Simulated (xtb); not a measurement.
Cl₂H₂O₂Si, SMILES O[Si](O)(Cl)Cl. All values are semi-empirical tight-binding results from xtb (GFN2-xTB unless named), good for trends rather than for accurate numbers. The structure is a stationary point at GFN2-xTB. One conformer was computed; it need not be the lowest.

Optimised geometry:

Bond lengths (Å): O1–Si2 1.621, O1–H6 0.954, Si2–O3 1.621, Si2–Cl4 2.000, Si2–Cl5 2.001, O3–H7 0.954. Angles (°): Si2–O1–H6 123.1, O1–Si2–O3 113.0, O1–Si2–Cl4 103.6, O1–Si2–Cl5 111.3, O3–Si2–Cl4 111.4, O3–Si2–Cl5 103.6, Cl4–Si2–Cl5 114.3, Si2–O3–H7 123.2.
Charge 0, spin multiplicity 1.

```json
{
 "point_group_as_xtb_finds_it": "C2",
 "orbital_gap": "7.87 eV",
 "dipole_moment": "3.06 D",
 "zero_point_energy": "18.8 kcal/mol",
 "G − E(el) at 298.15 K (modified RRHO)": "-1.1 kcal/mol",
 "static polarisability (D4 model)": "72.0 bohr³",
 "solvation energy, GFN2-xTB/ALPB(water)": "-10.5 kcal/mol",
 "solvation energy, GFN2-xTB/ALPB(methanol)": "-9.3 kcal/mol"
}
```

Computed atomic charges and the Wiberg bond orders between heavy atoms:
charges (e) O1 -0.45, Si2 0.64, O3 -0.45, Cl4 -0.20, Cl5 -0.20, H6 0.33, H7 0.33. Bond orders O1–Si2 1.18, Si2–O3 1.17, Si2–Cl4 1.07, Si2–Cl5 1.07.
